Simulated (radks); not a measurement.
Values are calculated unless marked as measured or tabulated.
Valence configurations of the lutetium ion Lu3+ (all share [Xe]). Code: a radial shooting solver on a logarithmic mesh with Libxc functionals. Model: Dirac Kohn-Sham, BLYP, spin-unpolarised, spherical densities, finite nucleus; open shells fill j = l - 1/2 first; Fermi nuclear charge, rms radius 5.37 fm. Energies are relative to 4f14; eigenvalues in eV.

valence       E (eV)  e(4f5/2)  e(4f7/2)  e(5d3/2)  e(6p1/2)  e(6s1/2)
4f14           0.000   -36.834   -35.305         -         -         -
4f13.5 6p0.5   9.036   -42.657   -41.088         -   -20.689         -
4f13 5d1      12.533   -44.393   -42.788   -27.402         -         -
4f13 6s1      14.548   -47.726   -46.117         -         -   -27.171
4f13 6p1      20.462   -48.791   -47.183         -   -21.825         -
4f12 5d1 6s1  34.121   -56.121   -54.435   -31.642         -   -28.007
4f12 6s2      38.296   -59.786   -58.097         -         -   -29.358
4f11 5d3      56.061   -61.443   -59.682   -31.133         -         -
4f11 5d2 6s1  60.333   -65.085   -63.320   -33.596         -   -28.761
4f11 6s1 6p2  86.175   -74.830   -73.057         -   -25.549   -32.514

NIST lists [Xe] 4f14 as the ground configuration; this level of theory agrees among the configurations tried. The energies are those of spherical spin-averaged densities, not of single terms.
